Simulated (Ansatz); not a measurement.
A structure relaxed at r2SCAN-D4/def2-SVPD in Ansatz, charge -1, doublet:

```xyz
4

Si    1.297   -1.622   -0.384
Si    1.406    0.340   -1.509
Si   -2.286    1.112    1.564
Sn   -0.417    0.170    0.329
```

Problem. Give its formula.

Solution. the cluster Si3Sn⁻.

Problem. Summarise the bond lengths by kind (pairs closer than 1.2 times the sum of covalent radii, bridged metal pairs left out).

Solution. 3 × Si–Sn 2.43 to 2.59 Å; 1 × Si–Si 2.26 Å.

In the def2 sets Sn takes a core potential; there is no spin–orbit coupling. The charge -1 doublet is spin-contaminated (final ⟨S²⟩ up to 0.93, 0.75 for a pure state). The relaxation made no stability test and no search for a lower SCF solution. Another isomer (doublet) lies 1.94 eV lower at PBE0-D4/def2-TZVPD; other spin states weren't run for this one.
